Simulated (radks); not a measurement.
Question: Radial electron density D(r) = 4 pi r^2 rho(r) of an atom or ion with 6 electrons. All-electron calculation, non-relativistic Kohn-Sham, PBE, spin-unpolarised, spherical densities, point nucleus. Program: a radial shooting solver on a logarithmic mesh with Libxc functionals.

| r (bohr) | D(r) (e/bohr) |
|---|---|
| 0.00914 | 0.4075 |
| 0.01116 | 0.5861 |
| 0.01363 | 0.8363 |
| 0.01665 | 1.181 |
| 0.02034 | 1.649 |
| 0.02484 | 2.269 |
| 0.03035 | 3.066 |
| 0.03706 | 4.054 |
| 0.04527 | 5.220 |
| 0.05529 | 6.508 |
| 0.06753 | 7.803 |
| 0.08249 | 8.923 |
| 0.1007 | 9.636 |
| 0.1231 | 9.714 |
| 0.1503 | 9.029 |
| 0.1836 | 7.658 |
| 0.2242 | 5.935 |
| 0.2739 | 4.382 |
| 0.3345 | 3.493 |
| 0.4086 | 3.463 |
| 0.499 | 4.042 |
| 0.6095 | 4.627 |
| 0.7444 | 4.630 |
| 0.9093 | 3.846 |
| 1.111 | 2.571 |
| 1.356 | 1.342 |
| 1.657 | 0.5291 |
| 2.024 | 0.1500 |
| 2.472 | 0.02851 |
| 3.019 | 0.003354 |

What is the nuclear charge?

Answer: Z = 9. The innermost maximum, from 1s, lies near 1/Z = 0.111 bohr (found: 0.114), and its height grows with Z. The density is that of the fluorine ion F3+ in [He] 2s2 2p2; the configuration itself is not fixed sharply by these data. D(r) has 2 maxima, at r = 0.114, 0.676 bohr, and minima at 0.371 bohr, inside which lie 2.18 electrons.
